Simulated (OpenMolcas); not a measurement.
# O II: from CASSCF to CASPT2

```yaml
Program: OpenMolcas 26.06
Basis: ANO-RCC-VTZP [4s3p2d1f]
Scalar_Hamiltonian: DKH2, point nucleus
Active_space: 5 electrons in 4 orbitals (2s 2p)
State_averaging: 2S+1 = 4 odd, 1 root; 2S+1 = 2 odd, 8 roots kept (CI in the orbitals of an earlier block); 2S+1 = 4 even, 3 roots; 2S+1 = 2 even, 9 roots kept (CI in the orbitals of an earlier block)
Spin-orbit_coupling: RASSI with atomic mean-field integrals over the reference wave functions, term energies averaged over their components
```

Methods on the same reference wave functions:
A. CASSCF
B. SS-CASPT2, IPEA 0.25 Eh, imaginary shift 0.1 Eh (closed shells correlated: 1s)

Energies in cm⁻¹ above 2s² 2p³ ⁴S°_3/2, the measured ground level; measured values from NIST Handbook of Basic Atomic Spectroscopic Data.

```csv
Level,A,B,Measured
2s² 2p³ ⁴S°_3/2,0.0,0.0,0.0
2s² 2p³ ²D°_3/2,30725,27810,26831
2s² 2p³ ²D°_5/2,30729,27820,26811
2s² 2p³ ²P°_3/2,41803,41290,40468
2s² 2p³ ²P°_1/2,41807,41300,40470
2s 2p⁴ ⁴P_5/2,121690,120530,119837
2s 2p⁴ ⁴P_3/2,121840,120680,120000
2s 2p⁴ ⁴P_1/2,121929,120770,120083
2s 2p⁴ ²D_3/2,179619,169210,165996
2s 2p⁴ ²D_5/2,179619,169210,165988
2s 2p⁴ ²S_1/2,209717,201070,195710
2s 2p⁴ ²P_3/2,235039,220520,212594
2s 2p⁴ ²P_1/2,235219,220700,212762
```

Deviations, from unrounded energies. A percentage is the sum of absolute deviations over the sum of measured energies, with the sign that they share, or ± where signs differ.

| Against measurement | Levels | A | B |
| --- | --- | --- | --- |
| mean absolute deviation (cm-1) | 12 | 8500 | 2800 |
| other terms of the ground configuration (%) | 4 | +7.8 | +2.7 |
| other configurations (%) | 8 | +7.0 | +2.3 |

B lies closest to measurement on these levels. The largest miss of B in the table is 2s 2p⁴ ²P_1/2, by +7900 cm-1. The ranking rests on the paired levels alone, and a cruder setting can come out closer through cancelling errors.

From A to B the spin-free energies of the other terms of 2s² 2p³ shown, above ⁴S°, scale by factors of 0.91 to 0.99.

The lowest spin-free term lies below A's lowest term by 0.109 hartree in B.

CASPT2 does not keep the components of a term degenerate, so their means are used; among the terms shown or strongly mixed into the levels shown the widest spread is 200 cm-1 (2s 2p⁴ ²D, B). Terms from blocks run as CI alone lack orbitals of their own. Without dynamic correlation excited terms often stand tens of per cent too high (terms of higher spin than the ground term too low), and those without a measured partner can miss by more than the paired ones (holds for A). Computed and measured levels are paired by configuration, term and J; levels that our copy of the source lacks, or whose pairing is in doubt (as where it misses far off the trend of its configuration), stay unpaired and out of the deviations. Levels of configurations outside the active space are missing.

° marks odd parity.
